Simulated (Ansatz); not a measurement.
CH4Si, SMILES `C[SiH]` (lower singlet) (charge 0, multiplicity 1). This singlet lies 0.99 eV below the relaxed triplet at the level frozen-core CCSD(T)/cc-pVTZ // B3LYP-D3(BJ)/def2-TZVP (Ansatz, a first-principles code).

Z-matrix (Å, degrees):
```
C
H 1 1.0899
H 1 1.0969 2 108.88
H 1 1.0971 2 108.83 3 -114.64
Si 1 1.9014 2 113.59 4 -122.54
H 5 1.5280 1 94.41 2 -179.82
```
Charge 0, multiplicity 1.

Frozen-core energies in cc-pVDZ from Ansatz at a geometry from B3LYP-D3(BJ)/def2-TZVP; the HF reference has <S^2> = 0.00 (restricted, and unstable towards unrestricted orbitals) and the T1 diagnostic is 0.012.

| level | energy (Ha) |
|---|---|
| HF | -329.06616 |
| MP2 | -329.29855 |
| CCSD | -329.33820 |

### Question
Estimate the energies of CCSD(T), CCSDT and CCSDT(Q), and give each level's difference from CCSDT(Q).

### Answer

| level | energy (Ha) | difference from CCSDT(Q) (mHa) |
|---|---|---|
| MP2 | -329.29855 | 48.15 |
| CCSD | -329.33820 | 8.50 |
| CCSD(T) | -329.34539 | 1.30 |
| CCSDT | -329.34629 | 0.41 |
| CCSDT(Q) | -329.34670 | 0.00 |
